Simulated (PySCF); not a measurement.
Simulation results for AlCl2

Computed with PySCF 2.14.0. Calculation on a computer-drawn molecule: vertical ionisation energy to the stated ion spin, frozen-core CCSD(T) at the basis limit and cheaper methods, single-reference cases, UHF for radicals, no spin-orbit; all values are single points at the evaluated structure, the first of each entry, which is the reference or a displaced copy of it and isn't optimised; the reference structure only sets the zero of the energies above reference; triples share is (T) over the correlation energy.

Common to all runs: charge 0; multiplicity 2; ion multiplicity 1; diffuse functions no; basis cc-pV(n+d)Z; reference is the Hartree-Fock double-zeta minimum; best is HF at quadruple zeta + MP2 correlation extrapolated from triple and quadruple zeta + CCSD(T) minus MP2 at triple zeta; basis step is the size of the change from the same recipe one zeta lower.

(1) AlCl2

Evaluated structure:
```xyz
3
AlCl2
Cl     0.6585    -0.4581    -1.5018
Al    -0.7202     0.7945    -0.4694
Cl    -2.3599     1.7175    -1.5047
```

Reference structure:
```xyz
3
AlCl2
Cl     0.6710    -0.4172    -1.5937
Al    -0.6353     0.8067    -0.4686
Cl    -2.3476     1.5792    -1.4387
```

It finds ionisation energy best 8.835 eV; ionisation energy basis step 0.06748 eV; energy above reference best 0.5646 kcal/mol; energy above reference basis step 0.2266 kcal/mol; total energy HF triple zeta -1161.0931 hartree; total energy CCSD(T) triple zeta -1161.5715 hartree; total energy best -1161.6565 hartree; T1 diagnostic at triple zeta 0.01245; D1 diagnostic at triple zeta 0.03906; spin squared at triple zeta 0.7538; ion T1 diagnostic at triple zeta 0.01442; ion D1 diagnostic at triple zeta 0.04218; triples share at triple zeta 0.04171; basis functions triple zeta 117; dipole magnitude HF at triple zeta 1.748 debye; dipole magnitude CCSD unrelaxed at triple zeta 1.532 debye; dipole magnitude PBE at triple zeta 1.393 debye; dipole magnitude r2SCAN at triple zeta 1.496 debye; dipole magnitude B3LYP at triple zeta 1.584 debye; dipole magnitude wB97X at triple zeta 1.55 debye.

Drawn bonds:
```csv
atom,other atom,order
1,2,1
2,3,1
```

Triple zeta:
```csv
method,ionisation energy (eV),energy above reference (kcal/mol)
HF,8.758,0.5969
PBE,8.755,0.09962
r2SCAN,8.949,0.4476
B3LYP,8.904,0.1798
wB97X,8.873,0.5179
MP2,8.738,0.4935
CCSD,8.788,0.4272
CCSD(T),8.746,0.3665
```

(2) AlCl2

Evaluated structure:
```xyz
3
AlCl2
Cl     0.6585    -0.4581    -1.5018
Al    -0.7202     0.7945    -0.4694
Cl    -2.2881     1.6771    -1.4594
```

Reference structure:
```xyz
3
AlCl2
Cl     0.6710    -0.4172    -1.5937
Al    -0.6353     0.8067    -0.4686
Cl    -2.3476     1.5792    -1.4387
```

The calculation gives: ionisation energy best 8.684 eV; ionisation energy basis step 0.06353 eV; energy above reference best 0.5256 kcal/mol; energy above reference basis step 0.1802 kcal/mol; total energy HF triple zeta -1161.0932 hartree; total energy CCSD(T) triple zeta -1161.5711 hartree; total energy best -1161.6565 hartree; T1 diagnostic at triple zeta 0.01201; D1 diagnostic at triple zeta 0.0376; spin squared at triple zeta 0.7533; ion T1 diagnostic at triple zeta 0.01359; ion D1 diagnostic at triple zeta 0.03976; triples share at triple zeta 0.04141; basis functions triple zeta 117; dipole magnitude HF at triple zeta 1.55 debye; dipole magnitude CCSD unrelaxed at triple zeta 1.357 debye; dipole magnitude PBE at triple zeta 1.232 debye; dipole magnitude r2SCAN at triple zeta 1.325 debye; dipole magnitude B3LYP at triple zeta 1.411 debye; dipole magnitude wB97X at triple zeta 1.37 debye.

Drawn bonds:
```csv
atom,other atom,order
1,2,1
2,3,1
```

Triple zeta:
```csv
method,ionisation energy (eV),energy above reference (kcal/mol)
HF,8.582,0.5897
PBE,8.612,0.7602
r2SCAN,8.796,0.5626
B3LYP,8.751,0.6904
wB97X,8.702,0.4748
MP2,8.585,0.5927
CCSD,8.635,0.5834
CCSD(T),8.599,0.6257
```

(3) AlCl2

Evaluated structure:
```xyz
3
AlCl2
Cl     0.6585    -0.4581    -1.5018
Al    -0.7202     0.7945    -0.4694
Cl    -2.3431     1.7080    -1.4941
```

Reference structure:
```xyz
3
AlCl2
Cl     0.6710    -0.4172    -1.5937
Al    -0.6353     0.8067    -0.4686
Cl    -2.3476     1.5792    -1.4387
```

The calculation gives: ionisation energy best 8.8 eV; ionisation energy basis step 0.06647 eV; energy above reference best 0.2805 kcal/mol; energy above reference basis step 0.1362 kcal/mol; total energy HF triple zeta -1161.0936 hartree; total energy CCSD(T) triple zeta -1161.5719 hartree; total energy best -1161.6569 hartree; T1 diagnostic at triple zeta 0.01234; D1 diagnostic at triple zeta 0.03856; spin squared at triple zeta 0.7537; ion T1 diagnostic at triple zeta 0.01422; ion D1 diagnostic at triple zeta 0.04157; triples share at triple zeta 0.04164; basis functions triple zeta 117; dipole magnitude HF at triple zeta 1.687 debye; dipole magnitude CCSD unrelaxed at triple zeta 1.477 debye; dipole magnitude PBE at triple zeta 1.341 debye; dipole magnitude r2SCAN at triple zeta 1.442 debye; dipole magnitude B3LYP at triple zeta 1.531 debye; dipole magnitude wB97X at triple zeta 1.493 debye.

Drawn bonds:
```csv
atom,other atom,order
1,2,1
2,3,1
```

Triple zeta:
```csv
method,ionisation energy (eV),energy above reference (kcal/mol)
HF,8.717,0.3104
PBE,8.722,-0.01234
r2SCAN,8.914,0.2057
B3LYP,8.869,0.03312
wB97X,8.833,0.2404
MP2,8.703,0.2339
CCSD,8.753,0.1819
CCSD(T),8.712,0.1456
```

(4) AlCl2

Evaluated structure:
```xyz
3
AlCl2
Cl     0.6585    -0.4581    -1.5018
Al    -0.7202     0.7945    -0.4694
Cl    -2.4446     1.7652    -1.5582
```

Reference structure:
```xyz
3
AlCl2
Cl     0.6710    -0.4172    -1.5937
Al    -0.6353     0.8067    -0.4686
Cl    -2.3476     1.5792    -1.4387
```

Drawn bonds:
```csv
atom,other atom,order
1,2,1
2,3,1
```

(5) AlCl2

Evaluated structure:
```xyz
3
AlCl2
Cl     0.6585    -0.4581    -1.5018
Al    -0.7202     0.7945    -0.4694
Cl    -2.5011     1.7970    -1.5939
```

Reference structure:
```xyz
3
AlCl2
Cl     0.6710    -0.4172    -1.5937
Al    -0.6353     0.8067    -0.4686
Cl    -2.3476     1.5792    -1.4387
```

Drawn bonds:
```csv
atom,other atom,order
1,2,1
2,3,1
```

Q: Give the missing energy above reference best for AlCl2 (entry 4).
A: 3.87 kcal/mol

Q: What energy above reference best does the calculation give for AlCl2 (entry 5)?
A: 7.316 kcal/mol

Q: Estimate the spin squared at triple zeta of AlCl2 (entry 5).
A: 0.7556

Q: AlCl2 (entry 5): dipole magnitude PBE at triple zeta?
A: 2.024 debye

Q: Give the missing dipole magnitude r2SCAN at triple zeta for AlCl2 (entry 5).
A: 2.163 debye

Further results for AlCl2 (entry 4):

- ionisation energy best: 9.002 eV
- ionisation energy basis step: 0.07327 eV
- energy above reference basis step: 0.6326 kcal/mol
- total energy HF triple zeta: -1161.0877 hartree
- total energy CCSD(T) triple zeta: -1161.5667 hartree
- total energy best: -1161.6512 hartree
- T1 diagnostic at triple zeta: 0.01302
- D1 diagnostic at triple zeta: 0.04193
- spin squared at triple zeta: 0.7547
- ion T1 diagnostic at triple zeta: 0.01549
- ion D1 diagnostic at triple zeta: 0.04566
- triples share at triple zeta: 0.04208
- basis functions triple zeta: 117
- dipole magnitude HF at triple zeta: 2.161 debye
- dipole magnitude CCSD unrelaxed at triple zeta: 1.906 debye
- dipole magnitude PBE at triple zeta: 1.741 debye
- dipole magnitude r2SCAN at triple zeta: 1.863 debye
- dipole magnitude B3LYP at triple zeta: 1.942 debye
- dipole magnitude wB97X at triple zeta: 1.939 debye

Triple zeta:
```csv
method,ionisation energy (eV),energy above reference (kcal/mol)
HF,8.955,4
PBE,8.914,2.484
r2SCAN,9.12,3.502
B3LYP,9.073,2.733
wB97X,9.066,3.743
MP2,8.909,3.752
CCSD,8.957,3.604
CCSD(T),8.908,3.418
```

Further results for AlCl2 (entry 5):

* ionisation energy best: 9.104 eV
* ionisation energy basis step: 0.07779 eV
* energy above reference basis step: 0.8561 kcal/mol
* total energy HF triple zeta: -1161.0820 hartree
* total energy CCSD(T) triple zeta: -1161.5613 hartree
* total energy best: -1161.6457 hartree
* T1 diagnostic at triple zeta: 0.01344
* D1 diagnostic at triple zeta: 0.04418
* ion T1 diagnostic at triple zeta: 0.01625
* ion D1 diagnostic at triple zeta: 0.04835
* triples share at triple zeta: 0.04233
* basis functions triple zeta: 117
* dipole magnitude HF at triple zeta: 2.503 debye
* dipole magnitude CCSD unrelaxed at triple zeta: 2.213 debye
* dipole magnitude B3LYP at triple zeta: 2.231 debye
* dipole magnitude wB97X at triple zeta: 2.258 debye

Triple zeta:
```csv
method,ionisation energy (eV),energy above reference (kcal/mol)
HF,9.08,7.58
PBE,9.012,5.284
r2SCAN,9.226,6.757
B3LYP,9.179,5.635
wB97X,9.19,7.099
MP2,9.016,7.239
CCSD,9.061,7.023
CCSD(T),9.007,6.752
```
